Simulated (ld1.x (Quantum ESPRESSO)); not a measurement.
**B, ultrasoft: configuration errors across variants**

```
Element                 : boron (B)
Generator               : ld1.x (Quantum ESPRESSO) 7.5
Type                    : ultrasoft
Functional              : LDA (PZ)
Relativity              : non-relativistic
Frozen core             : [He]
Valence charge          : 3
Reference configuration : 2s1.75 2p1.25
Partial waves           : 2s (bound): rcut 1.45, rcutus 1.75 bohr; 2s channel at -0.4 Ry: rcut 1.45, rcutus 1.75 bohr; 2p (bound): rcut 1.95, rcutus 2.45 bohr; 2p channel at 1.85 Ry: rcut 1.95, rcutus 2.45 bohr; 3d channel at -0.05 Ry: rcut 1.90, rcutus 2.10 bohr; 3d channel at 2 Ry: rcut 1.90, rcutus 2.10 bohr
Local potential         : all-electron potential smoothed inside 2.00 bohr (lloc = -2)
Core correction         : none
Augmentation charge     : PSQ, inside the norm-conserving radii
```

All-electron excitation energies from the reference (eV): (1) 2s2 2p1 -1.417; (2) 2s2 2p0 6.912; (3) 2s1 2p0 32.209; (4) 2s2 2p0.5 1.527; (5) 2s1 2p2 4.263; (6) 2s0 2p3 9.971; (7) 2s1 2p1 12.861; (8) 2s1.75 2p1.25 spin -0.562; (9) 2s2 2p1 spin -1.652.

Spin tests fill each open shell by Hund’s rule, majority spin first.

Errors AE − PS in meV (a dash: test not solved or not reliable):

| change | (1) | (2) | (3) | (4) | (5) | (6) | (7) | (8) | (9) | bound ghosts |
| --- | --- | --- | --- | --- | --- | --- | --- | --- | --- | --- |
| base | 0.0 | +36 | +165 | +6.7 | +0.7 | +4.9 | +9.8 | +52 | +21 | none |
| core correction a·sin(br)/r model core inside 0.70 bohr | 0.0 | +27 | +93 | +5.7 | +0.2 | +1.9 | +7.6 | +12 | +4.3 | none |
| core correction a·sin(br)/r model core inside 0.90 bohr | 0.0 | +29 | +108 | +5.9 | +0.3 | +2.8 | +7.8 | +22 | +8.5 | none |
| core correction a·sin(br)/r model core inside 1.22 bohr | 0.0 | +34 | +146 | +6.5 | +0.6 | +4.4 | +8.8 | +43 | +18 | none |
| core correction a·sin(br)/r model core inside 1.38 bohr | 0.0 | +35 | +157 | +6.6 | +0.6 | +4.7 | +9.3 | +49 | +20 | none |
| core correction a·sin(br)/r model core inside 1.62 bohr | 0.0 | +36 | +163 | +6.7 | +0.6 | +4.9 | +9.6 | +51 | +21 | none |
| core correction a·sin(br)/r model core inside 1.72 bohr | 0.0 | +36 | +164 | +6.7 | +0.6 | +4.9 | +9.7 | +52 | +21 | none |
| core correction a·sin(br)/r model core inside 1.96 bohr | 0.0 | +36 | +165 | +6.7 | +0.7 | +4.9 | +9.8 | +52 | +21 | none |
| core correction a·sin(br)/r model core inside 2.12 bohr | 0.0 | +36 | +165 | +6.7 | +0.7 | +4.9 | +9.8 | +52 | +21 | none |

(1) Give the same row for: core correction a·sin(br)/r model core inside 1.02 bohr.

Answers

(1) 0.0, +31, +123, +6.2, +0.4, +3.5, +8.1, +31, +12; bound ghosts: none.
